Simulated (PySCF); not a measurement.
## `C[NH][Al@@H-]([CH3])[AsH3+]`, C2H11AlAsN

Molfile (atoms numbered from 1):
```
C2H11AlAsN
     RDKit          3D

 16 15  0  0  0  0  0  0  0  0999 V2000
   -1.6746   -1.2250    0.3669 C   0  0  0  0  0  0  0  0  0  0  0  0
   -0.9045   -0.8043   -0.7755 N   0  0  0  0  0  0  0  0  0  0  0  0
    0.0153    0.7301   -1.0320 Al  0  0  1  0  0  4  0  0  0  0  0  0
   -0.2424    2.2205    0.2195 C   0  0  0  0  0  0  0  0  0  0  0  0
    2.1339   -0.5518    0.1624 As  0  0  0  0  0  4  0  0  0  0  0  0
   -1.3185   -2.1751    0.8137 H   0  0  0  0  0  0  0  0  0  0  0  0
   -1.6209   -0.4648    1.1633 H   0  0  0  0  0  0  0  0  0  0  0  0
   -2.7504   -1.3636    0.1434 H   0  0  0  0  0  0  0  0  0  0  0  0
   -0.9426   -1.4825   -1.5306 H   0  0  0  0  0  0  0  0  0  0  0  0
    0.6145    0.9012   -2.5022 H   0  0  0  0  0  0  0  0  0  0  0  0
    0.6406    2.8802    0.2538 H   0  0  0  0  0  0  0  0  0  0  0  0
   -1.0973    2.8463   -0.0898 H   0  0  0  0  0  0  0  0  0  0  0  0
   -0.4462    1.8852    1.2501 H   0  0  0  0  0  0  0  0  0  0  0  0
    3.5637   -0.3502    0.6494 H   0  0  0  0  0  0  0  0  0  0  0  0
    2.3956   -1.8611   -0.5493 H   0  0  0  0  0  0  0  0  0  0  0  0
    1.6268   -1.1768    1.4449 H   0  0  0  0  0  0  0  0  0  0  0  0
  1  2  1  0
  2  3  1  0
  3  4  1  0
  3  5  1  0
  1  6  1  0
  1  7  1  0
  1  8  1  0
  2  9  1  0
  3 10  1  6
  4 11  1  0
  4 12  1  0
  4 13  1  0
  5 14  1  0
  5 15  1  0
  5 16  1  0
M  CHG  2   3  -1   5   1
M  END
```

The calculation used TDDFT LC-wPBE/aug-cc-pVDZ circular dichroism and optical rotation, one conformer, gas phase (PySCF 2.14.0). Geometry: PBE0-D3(BJ)/def2-SVP.

The molecule is flexible and this is one conformer; a measurement averages over conformers. The calculation is non-relativistic, which matters for the atoms heavier than Zn.

Task: Draw the ECD and absorption spectra from the lowest 12 states, each a Gaussian of half-width 0.2 eV at 1/e height.

Result: 
```csv
E (eV),λ (nm),Δε (L mol⁻¹ cm⁻¹),ε (L mol⁻¹ cm⁻¹)
5.14,241,-0.01,4.05
5.29,235,-0.24,98.1
5.44,228,-1.92,772
5.59,222,-4.88,1970
5.74,216,-3.42,1650
5.89,211,+3.98,560
6.04,205,+12.77,423
6.19,200,+9.18,1390
6.34,196,-4.59,5940
6.49,191,-10.38,14100
6.64,187,+0.13,19500
6.79,183,+13.82,15200
6.94,179,+21.71,9080
7.09,175,+33.17,7360
7.24,171,+46.24,9120
7.39,168,+1.73,10700
```
Δε uses R in velocity form, ε uses f in length form. Only the states computed contribute, so the short-wavelength end is incomplete.

The sign of the CD band at 173 nm isn't settled: the length form gives the opposite one.
